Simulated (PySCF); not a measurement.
Gas-phase reaction: GeHCl + GeH4 + HCl ⇌ 2 GeH3Cl

Computed with PySCF (xtb for GFN2) and rigid-rotor harmonic-oscillator thermochemistry at 1 bar. † marks an energy on the PBE0/def2-TZVP geometry and frequencies; other levels use their own. 6-31G* has spherical d functions here. All species are closed-shell singlets. B3LYP is the form with VWN-RPA correlation. Ge: all electrons, no relativistic terms. GeHCl: computed as isolated molecules; such fragments, hydroxides, amides, oligomers or adducts are transient or little studied in the gas.

```csv
level,"ΔH°(298 K), kJ"
B3LYP/6-31G*,…
B3LYP/def2-TZVP†,…
BLYP/def2-TZVP†,-128
GFN2-xTB,-116
HF/def2-TZVP†,-178
M06-2X/def2-TZVP†,…
PBE0/def2-QZVP†,-172
PBE0/def2-SVP†,-179
PBE0/def2-TZVP,-176
r2SCAN/def2-TZVP†,-183
ωB97X-V/def2-TZVP†,…
```

Question: Complete the blanks.

Answer: 
- B3LYP/6-31G*, ΔH°(298 K), kJ: -153
- B3LYP/def2-TZVP†, ΔH°(298 K), kJ: -148
- M06-2X/def2-TZVP†, ΔH°(298 K), kJ: -186
- ωB97X-V/def2-TZVP†, ΔH°(298 K), kJ: -186
